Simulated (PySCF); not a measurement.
Several molecules and their computed UV-vis stick spectra, shuffled. Method used: TDDFT CAM-B3LYP/def2-SVPD, vertical, gas phase, core orbitals frozen in the response (PySCF 2.14.0, density-fitted response routines). Geometries: GFN2-xTB; one conformer of each isolated species. Triplets are in the Tamm–Dancoff approximation.

A. `C(P(N)C(F)(F)F)=C`
B. `[H]/N=C\C=C/C(F)F`
C. `CCC(F)(F)C#N`
D. `O=[PH]1C=C1`

Lowest singlet levels (six at most, fewer where fewer were computed) with oscillator strengths:

1. 7.61 eV (f 0.000); 8.03 eV (f 0.000); 8.10 eV (f 0.001); 8.69 eV (f 0.012); 9.07 eV (f 0.012); 9.39 eV (f 0.002); T1 6.30 eV
2. 5.09 eV (f 0.002); 6.31 eV (f 0.000); 6.65 eV (f 0.002); 7.21 eV (f 0.044); 7.30 eV (f 0.079); 7.49 eV (f 0.001); T1 4.58 eV
3. 6.21 eV (f 0.174); 6.45 eV (f 0.105); 6.91 eV (f 0.053); 7.20 eV (f 0.005); 7.27 eV (f 0.022); 7.63 eV (f 0.010); T1 4.20 eV
4. 4.45 eV (f 0.003); 6.19 eV (f 0.561); 6.96 eV (f 0.012); 7.56 eV (f 0.002); 7.61 eV (f 0.037); 7.81 eV (f 0.010); T1 3.46 eV

Task: Which spectrum belongs to which structure?

Result: 1 = C, 2 = D, 3 = A, 4 = B.
- A: S1 at 6.21 eV, HOMO→LUMO (86%), HOMO→LUMO+1 (8%); Löwdin shares by element: HOMO carbon 41%, phosphorus 40% (atoms not listed hold the other 19%); LUMO carbon 56% or more, phosphorus 16%, hydrogen 5% or more (atoms not listed hold the other 23%); HOMO -8.65 and LUMO 0.51 eV.
- B: S1 at 4.45 eV, HOMO→LUMO (93%); Löwdin shares by element: HOMO nitrogen 62%, carbon 22% or more, hydrogen 8% or more; LUMO carbon 60% or more, nitrogen 22% (atoms not listed hold the other 18%); HOMO -9.42 and LUMO -0.95 eV.
- C: S1 at 7.61 eV, HOMO→LUMO (38%), HOMO-2→LUMO (34%); Löwdin shares by element: HOMO carbon 44% or more, nitrogen 21% (atoms not listed hold the other 35%); LUMO carbon 39% or more, nitrogen 32%, fluorine 9% or more (atoms not listed hold the other 20%); HOMO -11.87 and LUMO 0.61 eV.
- D: S1 at 5.09 eV, HOMO→LUMO (96%); Löwdin shares by element: HOMO oxygen 42%, carbon 32%, phosphorus 19%; LUMO carbon 74%, phosphorus 10%, hydrogen 6% or more; HOMO -9.03 and LUMO 0.03 eV; point group Cs, 1 of its 6 listed states under f = 0.0005.
